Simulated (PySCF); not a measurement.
# `O=CC1=CC=C([O-])[SiH2]1`, [C₅H₅O₂Si]-, charge -1

Molfile (atoms numbered from 1):
```
C5H5O2Si
     RDKit          3D

 13 13  0  0  0  0  0  0  0  0999 V2000
   -2.9787    0.2978   -0.8731 O   0  0  0  0  0  0  0  0  0  0  0  0
   -2.0708    0.7596   -0.1719 C   0  0  0  0  0  0  0  0  0  0  0  0
   -0.7591    0.2941   -0.0497 C   0  0  0  0  0  0  0  0  0  0  0  0
    0.1925    0.9005    0.7814 C   0  0  0  0  0  0  0  0  0  0  0  0
    1.4653    0.3787    0.8404 C   0  0  0  0  0  0  0  0  0  0  0  0
    1.7092   -0.7633    0.0279 C   0  0  0  0  0  0  0  0  0  0  0  0
    2.7847   -1.3758   -0.0611 O   0  0  0  0  0  0  0  0  0  0  0  0
    0.0505   -1.1571   -0.8923 Si  0  0  0  0  0  4  0  0  0  0  0  0
   -2.2971    1.6655    0.4558 H   0  0  0  0  0  0  0  0  0  0  0  0
   -0.0768    1.7738    1.3724 H   0  0  0  0  0  0  0  0  0  0  0  0
    2.2400    0.8076    1.4647 H   0  0  0  0  0  0  0  0  0  0  0  0
   -0.4645   -2.4946   -0.5575 H   0  0  0  0  0  0  0  0  0  0  0  0
    0.2005   -1.0862   -2.3547 H   0  0  0  0  0  0  0  0  0  0  0  0
  1  2  2  0
  2  3  1  0
  3  4  2  0
  4  5  1  0
  5  6  2  0
  6  7  1  0
  6  8  1  0
  8  3  1  0
  2  9  1  0
  4 10  1  0
  5 11  1  0
  8 12  1  0
  8 13  1  0
M  CHG  1   7  -1
M  END
```

Computed with quadratic response B3LYP/def2-SVPD first hyperpolarisability, Taylor convention, gas phase in PySCF 2.14.0. Geometry: GFN2-xTB.

For a gas-phase anion, states above the detachment energy (about 1.2 eV, taken as minus the energy of the highest occupied orbital) lie in the continuum and depend on the basis.

Task: Give the tensor of the second harmonic β(−2ω;ω,ω) at 1064 nm in the axes of these coordinates.

Result: In au, Taylor convention; rows are the first index (the induced dipole):
|  | xx | yy | zz | xy | xz | yz |
| --- | --- | --- | --- | --- | --- | --- |
| x | -110.5 | -52.8 | -95.6 | -78.7 | -114.6 | -93.2 |
| y | -84.3 | +24.7 | -15.7 | -9.3 | -50.7 | +6.7 |
| z | -114.5 | -10.7 | -29.6 | -49.3 | -74.2 | -29.7 |

Norm of βᵢ = ⅓ Σⱼ (βᵢⱼⱼ + βⱼᵢⱼ + βⱼⱼᵢ): 271.3 au, hyper-Rayleigh value 134.8 au.
